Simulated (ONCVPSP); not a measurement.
**An all-electron radial function and its pseudo partner (silicon (Si))**

Columns: radius, all-electron u(r) and pseudo u(r) of the 3p shell (level -4.08 eV) of silicon in the configuration [Ne] 3s2 3p2; PBE, scalar-relativistic, ONCV scheme, ONCVPSP 4.0.1.

```tsv
r (bohr)	all-electron	pseudo
0.098	-0.0985	0.0036
0.195	-0.2099	0.0141
0.292	-0.2570	0.0317
0.390	-0.2446	0.0560
0.488	-0.1917	0.0861
0.585	-0.1169	0.1207
0.682	-0.0318	0.1594
0.780	0.0565	0.2019
0.878	0.1420	0.2471
0.975	0.2211	0.2930
1.072	0.2930	0.3387
1.170	0.3577	0.3837
1.268	0.4145	0.4271
1.365	0.4633	0.4680
1.463	0.5052	0.5062
1.560	0.5395	0.5395
1.658	0.5675	0.5674
1.755	0.5890	0.5890
1.852	0.6048	0.6048
1.950	0.6156	0.6156
2.047	0.6218	0.6218
2.145	0.6240	0.6240
2.242	0.6227	0.6227
2.340	0.6184	0.6184
2.438	0.6115	0.6114
2.535	0.6024	0.6024
```

How many radial nodes do the two functions have?

The all-electron 3p function has n − l − 1 = 1; the pseudo-wave has 0, since the states of the same l below it are removed with the core.

At about which radius was the pseudo-wave matched?

1.85 bohr. The columns agree to 0.0005 from 1.56 bohr on; several derivatives are matched, so the curves merge somewhat inside the radius.

Is the pseudo-wave norm-conserving?

Yes: the ONCV scheme keeps the norm inside the radius equal to the all-electron one, which fixes the energy derivative of the logarithmic derivative at the level.
